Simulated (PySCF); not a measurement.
# Reproducing measurements on 1,1,1-trichloro-2,2,2-trifluoroethane

**Measured values to compare with.**

NIST CCCBDB Release 22 (SRD 101), experimental dipoles lists, for the gas: dipole moment 0.74 ± 0.07 D.

The runs below try to reproduce these values; the comparison stands at the end.

1,1,1-trichloro-2,2,2-trifluoroethane, C₂Cl₃F₃.
SMILES with atom numbers: `[F:1][C:2]([F:3])([F:4])[C:5]([Cl:6])([Cl:7])[Cl:8]`

Cartesian coordinates in Å at the GFN2-xTB level; atoms count from 1:
```
atom  x, y, z in Å
F1    -0.8299    1.2658   -0.9500
C2    -0.7579    0.2039   -0.1511
F3    -1.4082    0.5024    0.9710
F4    -1.4177   -0.7881   -0.7441
C5     0.7059   -0.1869    0.1344
Cl6    1.4958   -0.5662   -1.4043
Cl7    1.5094    1.1808    0.9212
Cl8    0.7116   -1.6023    1.1984
```

The PySCF runs (gas phase, on this GFN2-xTB geometry; no spin–orbit coupling):

```tsv
level	job	basis functions	wall time
CAM-B3LYP/def2-SVPD	8 singlets by full TDDFT, 3 Tamm–Dancoff triplets, polarisability	190	48 s
```

Hardware: an x86-64 server with one thread, no GPU, on a shared host.

Results beside the measurements:

**Dipole moment.** Measured: 0.74 D (NIST CCCBDB Release 22 (SRD 101), experimental dipoles).

| level | computed (D) | computed − measured (D) | % (from the printed values) |
| --- | --- | --- | --- |
| CAM-B3LYP/def2-SVPD | 0.86 | +0.12 | +16 |

The computed dipoles belong to one fixed geometry; measured ones are averaged over vibrations unless marked μe. Magnitudes are compared, not signs.

The geometry is computed, not the measured one. Where a level misses, the cause wasn't examined.
